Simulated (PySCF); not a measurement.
Computed shifts of a molecule CH6FNOSi2, HF/pcSseg-1 run with PySCF, GIAO, gas phase, atoms alike by connectivity averaged where their shifts nearly agree, in ppm (number of nuclei): ¹⁹F: -101.5 (1). ²⁹Si: -29.1 (1), -39.0 (1). ¹⁵N: 17.6 (1). ¹³C: 49.3 (1). ¹H: 4.91 (2), 4.65 (1), 4.19 (2), 1.43 (1). References: ¹⁹F against CFCl3 (σ = 238.5 ppm); ²⁹Si against TMS (σ = 393.8 ppm); ¹⁵N against NH3 (σ = 267.3 ppm); ¹³C against TMS (σ = 192.6 ppm); ¹⁷O against H2O (σ = 333.0 ppm); ¹H against TMS (σ = 31.99 ppm), references at their B3LYP-D3(BJ)/def2-TZVP geometries, non-relativistic. Geometry optimised at PBE-D3(BJ)/def2-SVP. The values are those of a single conformer.

### Question
Pick the molecule that these values belong to.
A) N[Si@@]1(F)CO[SiH2]1
B) F[Si@H]1N[SiH2]CO1
C) N[C@@H]1[SiH2]O[Si@@H]1F
D) N[Si@@H]1CO[Si@@H]1F

### Answer
B, F[Si@H]1N[SiH2]CO1
